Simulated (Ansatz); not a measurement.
Molecule: SOF, net charge 0, doublet state. SMILES: F[S]=O
Geometry: optimised at B3LYP-D3(BJ)/def2-TZVP (Ansatz, a first-principles code).

Quantity: size of the dipole moment, in D. Set-up: no spin-orbit coupling; UHF or UKS for open shells; LANL2DZ with its own core potentials from Na on; 6-31G* and kin with 6d, 5d where marked; 6-311+G** with 5d, 6d on Na to Ar in Ansatz; non-relativistic; dispersion terms only where a functional's name holds one. Ab initio and DFT rows: single points at B3LYP-D3(BJ) geometries (Ansatz).

```csv
level,program,size of the dipole moment (D)
PBE/STO-3G,Ansatz,1.09
PBE/3-21G,Ansatz,1.57
PBE/LANL2DZ,Ansatz,2.17
PBE/6-31G*,Ansatz,1.56
PBE/def2-SVP,Ansatz,1.65
PBE/6-311+G**,Ansatz,1.83
```

No value to compare with is used here. The 6 habitual levels span 1.09 (PBE/STO-3G) to 2.17 D (PBE/LANL2DZ).

The sets are all those run for this method; left out are runs that failed, that the program found above a lower state of the same kind, or whose <S^2> lies over 0.5 above the pure value.
